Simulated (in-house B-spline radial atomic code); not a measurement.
Cs⁺. Computed with a B-spline radial atomic code. Model: non-relativistic spherical atom: semilocal Troullier-Martins pseudo-atom, one channel per l, against all electrons, high spin, G0W0 and RPA with empty states to l = 8, local potential for every l without a channel, a model core (radius 0 = none) keeps its share of the functional.

Without relativity these are model numbers for so heavy an element.

What the tables leave out is listed at the end.

The pseudopotential gives back the lowest level of each angular momentum of its own functional in the configuration it was made in; a second state of the same l is only approximately right. Exact exchange, RPA and GW see the smooth pseudo-orbitals and miss the exchange with the core, for which the functional's share stands in. The column with an uncorrelated core keeps all orbitals and exact exchange, and so separates missing core correlation from pseudisation. Only the three outermost levels and the lowest empty one were computed. RPA here is direct RPA, with no exchange kernel, and its energies carry an (l + 1/2)⁻⁴ tail. A hybrid on a potential with a model core restores only its own semilocal share of the core's exchange.

Command:
```bash
python run_psgw.py task.json out
```
Settings (lengths in bohr, energies in hartree):
```
Z                      55
electrons              54
configuration          [Kr] 4d10 5s2 5p6
generated_in           [Xe] 6s1
functional             pbe,pbe
core_shells            9
radius_factor          1.15
core_correction        False
```

Run time, properties included: 32 s on 1 thread of Arm Neoverse N1, with other jobs on the host.

Given: made with PBE; model core radius 0 bohr; local radius 2.083 bohr; mean-field start PBE.

Valence shells of the generating configuration: 5s, 5p, 6s.

Channel: s 1.851, p 2.08, d 3.4 (radii in bohr).

Computed: largest level miss in the spin-unpolarised generating configuration 0.016 eV; valence RPA correlation energy pseudo -0.38075 hartree; all-electron RPA polarisability, core included 14.721 bohr³; pseudo-atom RPA polarisability 14.74 bohr³.

| level | occupied | mean-field all-electron (eV) | mean-field pseudo minus all (eV) | G0W0 all-electron (eV) | G0W0 uncorrelated core minus all (eV) | G0W0 pseudo minus all (eV) | exchange self-energy all-electron (eV) | exchange self-energy pseudo (eV) |
| --- | --- | --- | --- | --- | --- | --- | --- | --- |
| 5p | 1 | -18.649 | -0.025 | -23.542 | 0.342 | 0.144 | -20.981 | -17.269 |
| 6s (empty) | 0 | -5.3866 | -0.045 | -3.6431 | 0.078 | -0.013 | -1.402 | -0.80663 |

(1) What is the valence RPA correlation energy all-electron orbitals?

Given: mean-field start PBE0.

Computed: valence RPA correlation energy all-electron orbitals -0.3277 hartree; all-electron RPA polarisability, core included 13.32 bohr³; pseudo-atom RPA polarisability 13.391 bohr³.

| level | occupied | mean-field all-electron (eV) | mean-field pseudo minus all (eV) | G0W0 all-electron (eV) | G0W0 uncorrelated core minus all (eV) | G0W0 pseudo minus all (eV) | exchange self-energy all-electron (eV) | exchange self-energy pseudo (eV) |
| --- | --- | --- | --- | --- | --- | --- | --- | --- |
| 5p | 1 | -20.111 | 0.025 | -23.718 | 0.337 | 0.158 | -20.948 | -17.28 |
| 6s (empty) | 0 | -4.8021 | -0.047 | -3.6832 | 0.067 | -0.016 | -1.1963 | -0.70534 |

(2) What is the valence RPA correlation energy pseudo?

Given: mean-field start Hartree-Fock.

Computed: valence RPA correlation energy all-electron orbitals -0.26798 hartree; all-electron RPA polarisability, core included 10.903 bohr³; pseudo-atom RPA polarisability 10.892 bohr³.

```csv
level,occupied,mean-field all-electron (eV),mean-field pseudo minus all (eV),G0W0 all-electron (eV),G0W0 uncorrelated core minus all (eV),G0W0 pseudo minus all (eV),exchange self-energy all-electron (eV),exchange self-energy pseudo (eV)
5p,1,-23.368,0.05,-24.113,0.316,0.285,-20.679,-17.233
5s,1,-38.271,0.089,-36.413,0.317,0.482,-26.93,-22.132
6s (empty),0,-3.3473,-0.03,-3.6764,0.031,-0.016,-0.57095,-0.36046
```

(3) What is the valence RPA correlation energy pseudo?

Answers

(1) -0.35487 hartree.

(2) -0.35296 hartree.

(3) -0.2908 hartree.

Among the listed levels the largest G0W0 shift of the pseudo-atom is +0.48 eV, for 5s on the Hartree-Fock start, while leaving the core uncorrelated moves that level by +0.32 eV. The rest, +0.16 eV, comes from pseudisation and the lost core exchange. Not in the tables (levels of low weight, unsolved or above zero; the highest and the empty levels are kept at any weight): on PBE the G0W0 levels 5s (pseudo minus all +0.26 eV, weights 0.31 and 0.39); on PBE0 the G0W0 levels 5s (pseudo minus all +0.47 eV, weights 0.64 and 0.64).
